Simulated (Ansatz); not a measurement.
Al₂Cu₆ (the lowest singlet isomer of a short search). Charge 0, multiplicity 1. Geometry r2SCAN-D4/def2-SVP, basis def2-TZVP, Ansatz.

```csv
atom,x (Å),y (Å),z (Å)
Al1,-0.4399,0.7081,1.2295
Al2,-0.9937,0.4156,-1.7623
Cu3,1.8698,1.1934,1.3053
Cu4,-0.8287,-1.3898,0.0737
Cu5,-2.3621,-1.4492,-1.6831
Cu6,0.5410,1.8857,-0.6129
Cu7,0.9929,-1.0294,1.8564
Cu8,1.2207,-0.3344,-0.4065
```

```csv
run,HOMO (eV),LUMO (eV)
A,-4.61,-2.48
B,-4.20,-3.13
C,-4.19,-3.29
D,-4.37,-2.83
```

The structure comes from a short search, and lower isomers may exist.

**Question.** The runs used PBE, PBE0, r2SCAN, r2SCANh. Estimate which is which.

**Answer.** A PBE0 (25 % exact exchange); B r2SCAN (0 % exact exchange); C PBE (0 % exact exchange); D r2SCANh (10 % exact exchange). Exact exchange lowers occupied and raises empty levels; among semilocal functionals meta-GGAs tend to open the gap a little, and such runs are hard to tell apart. The gap grows from 0.90 eV (PBE) to 2.13 eV (PBE0). The restricted singlet is unstable towards broken spin symmetry in Hartree–Fock (as tested in another run); at PBE0-D4/def2-TZVP, r2SCAN-D4/def2-TZVP, PBE-D4/def2-TZVP, r2SCANh-D4/def2-TZVP this wasn't settled.
